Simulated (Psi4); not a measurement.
Approach curve of the dimer CH3F ··· H3ClSi (SMILES CF and [SiH3]Cl). Monomers: optimised at B3LYP-D3(BJ) (def2-TZVP), held rigid. Orientation: a higher rigid-body minimum at GFN2-xTB. The monomers approach along the line of their centres of mass (distance R); nothing else relaxes.

Geometry at R = 3.93 Å (first 5 atoms: monomer A):
```
10

C     -0.0660     0.0050    -0.0088
F      1.3072    -0.0981     0.1750
H     -0.5546    -0.0224     0.9660
H     -0.2838     0.9483    -0.5113
H     -0.4027    -0.8327    -0.6209
Si     0.3230     0.3677     4.0432
Cl    -1.4248    -0.6375     3.5910
H      1.4308    -0.2616     3.2983
H      0.5573     0.2681     5.4969
H      0.1681     1.7793     3.6415
```

PBE/def2-TZVP, counterpoise-corrected (Psi4); PBE-D3(BJ)/def2-TZVP, counterpoise-corrected (Psi4); SAPT0/jun-cc-pVDZ, frozen core (Psi4).

Interaction energies in kcal/mol; the last columns give the difference from SAPT0:

```tsv
R / Å	PBE/def2-TZVP	PBE-D3(BJ)/def2-TZVP	SAPT0/jun-cc-pVDZ	PBE/def2-TZVP − SAPT0/jun-cc-pVDZ	PBE-D3(BJ)/def2-TZVP − SAPT0/jun-cc-pVDZ
3.36	3.37	1.79	3.58	-0.21	-1.78
3.51	1.55	0.12	1.58	-0.04	-1.46
3.76	0.06	-1.12	-0.07	0.13	-1.05
3.93	-0.36	-1.39	-0.53	0.18	-0.85
4.12	-0.55	-1.42	-0.74	0.19	-0.68
4.35	-0.58	-1.29	-0.76	0.18	-0.53
4.61	-0.52	-1.06	-0.68	0.16	-0.38
4.93	-0.40	-0.79	-0.55	0.15	-0.24
5.40	-0.26	-0.50	-0.39	0.13	-0.10
6.14	-0.13	-0.24	-0.24	0.11	0.00
7.15	-0.07	-0.11	-0.14	0.07	0.03
8.39	-0.04	-0.06	-0.08	0.04	0.03
```

PBE/def2-TZVP is furthest from SAPT0/jun-cc-pVDZ at 3.36 (-0.21 kcal/mol, below); its mean absolute difference over the points is 0.13 kcal/mol.

PBE-D3(BJ)/def2-TZVP is furthest from SAPT0/jun-cc-pVDZ at 3.36 (-1.78 kcal/mol, below); its mean absolute difference over the points is 0.60 kcal/mol.
